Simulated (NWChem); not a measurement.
Species: CH$_{4}$Al cation; SMILES [AlH+][CH3]

```xyz
6

Al     0.0000     0.0000    -0.7082
C      0.0000     0.0000     1.1907
H      0.2707    -0.9916     1.5666
H     -0.9941     0.2613     1.5666
H      0.7234     0.7302     1.5666
H      0.0000     0.0000    -2.2664
```
Atoms are numbered in this order, from 1.

All runs: NWChem. Pople sets run with spherical d functions. STO-3G and 3-21G are far too small for this property and stand as cheap habits. Structure relaxed at the PBE0-D3(BJ)/def2-TZVP level. Field at 589 nm.

```csv
level,isotropic polarisability (bohr³),anisotropy (bohr³),relative time
B3LYP/STO-3G,17.7,16.2,1
B3LYP/6-31G*,30.1,18.8,4
B3LYP/def2-SVP,31.1,20.3,3
B3LYP/def2-SVPD,34.2,17.8,7
B3LYP/aug-cc-pVDZ,34.5,18.3,20
B3LYP/def2-TZVPD,34.5,18.4,70
```

The last column is a rough cost ratio, cheapest run = 1.
